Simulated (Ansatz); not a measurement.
Cost and result for the atomization energy of `[SnH3][CH2][SnH3]` (11 atoms, 10 bonds).

```
atom   x (Å)   y (Å)   z (Å)
 Sn1   0.308  -0.889  -1.565
  C2   0.842   0.211   0.192
 Sn3  -0.797   0.766   1.453
  H4   1.704  -1.264  -2.478
  H5  -0.755   0.046  -2.521
  H6  -0.475  -2.339  -1.112
  H7   1.363   1.120  -0.115
  H8   1.539  -0.391   0.778
  H9  -1.608  -0.641   1.985
 H10  -1.888   1.742   0.572
 H11  -0.233   1.638   2.812
```

Charge 0, multiplicity 1. Correlated methods include outer-core shells of Sn, which these sets cover unevenly. Sn takes the def2 core potential. The structure was optimised at the PBE0-D4/def2-TZVP level. Program: Ansatz. All runs use 4 threads of a server CPU on a shared host. Times are those of one run each, without the atoms' runs, and a repeat can differ threefold. Electronic energies, without spin–orbit coupling; frozen cores. CCSD(T)/CBS adds CCSD(T) − MP2 in def2-TZVPP to the MP2 limit, and its time is that of the two runs behind it. T1 = 0.013. With those shells the extrapolation isn't a true limit. B3LYP takes the VWN-RPA correlation (the form of Gaussian; ORCA's B3LYP/G).

CCSD(T)/CBS is a level of theory with its own doubt, some kJ/mol a heavy atom from the limit and from the frozen cores, so smaller differences don't rank the functionals.

```csv
level,functions,atomization (kcal/mol),difference from CCSD(T)/CBS,per bond
BHLYP-D4/def2-TZVPP,243,693.5,-19.6,-2.0
B2PLYP/def2-TZVPP,243,691.6,-21.5,-2.1
ωB97M-V/def2-TZVPP (with forces),243,704.5,-8.6,-0.9
CAM-B3LYP-D4/def2-TZVPP,243,707.1,-6.0,-0.6
MP2/def2-QZVPP,461,689.7,-23.4,-2.3
BLYP-D4/def2-TZVPP,243,691.9,-21.2,-2.1
CCSD(T)/def2-SVP,106,662.7,-50.4,-5.0
CCSD(T)/CBS(def2),–,713.1,0.0,0.0
ωB97X-V/def2-TZVPP,243,712.6,-0.5,-0.1
r2SCAN-D4/def2-TZVPP (with forces),243,701.6,-11.5,-1.1
CCSD(T)/def2-TZVPP,243,698.1,-15.0,-1.5
LDA (SPW92)/def2-TZVPP,243,792.4,79.3,7.9
B3LYP-D4/def2-TZVPP (with forces),243,701.2,-11.9,-1.2
```

(1) Order the runs by time, with rough figures. (Estimate.)

## Answers

(1) Computed: LDA (SPW92)/def2-TZVPP 5 s; BLYP-D4/def2-TZVPP 6.5 s; BHLYP-D4/def2-TZVPP 9.1 s; CAM-B3LYP-D4/def2-TZVPP 9.6 s; r2SCAN-D4/def2-TZVPP (with forces) 11 s; B3LYP-D4/def2-TZVPP (with forces) 14 s; B2PLYP/def2-TZVPP 16 s; ωB97X-V/def2-TZVPP 18 s; CCSD(T)/def2-SVP 19 s; ωB97M-V/def2-TZVPP (with forces) 26 s; MP2/def2-QZVPP 55 s; CCSD(T)/def2-TZVPP 6.6 min; CCSD(T)/CBS(def2) 7.5 min.

From BLYP to BHLYP (50 % exact exchange), in def2-TZVPP and without D4, the atomization energy moves by +5.2 kcal/mol. At CCSD(T), def2-SVP lies −50.4 kcal/mol from the extrapolated value and def2-TZVPP −15.0 kcal/mol: correlation converges slowly with the basis, and small sets miss more of it in the bonded molecule than in its fragments. Leaving LDA and LC-ωPBE aside and taking each functional with its dispersion term where it has one, the values, not all of them listed here, spread over 36.2 kcal/mol, from revPBE-D4 to B97M-V. LDA lies +100.4 kcal/mol from PBE without D4, its usual overbinding.

Spin–orbit coupling would lower the free Sn atoms strongly, and the atomization energy with them, by more than many differences here. For some Ge, Se and Sn compounds the MP2-based and the directly extrapolated limit differ by 10 to 25 kJ/mol.
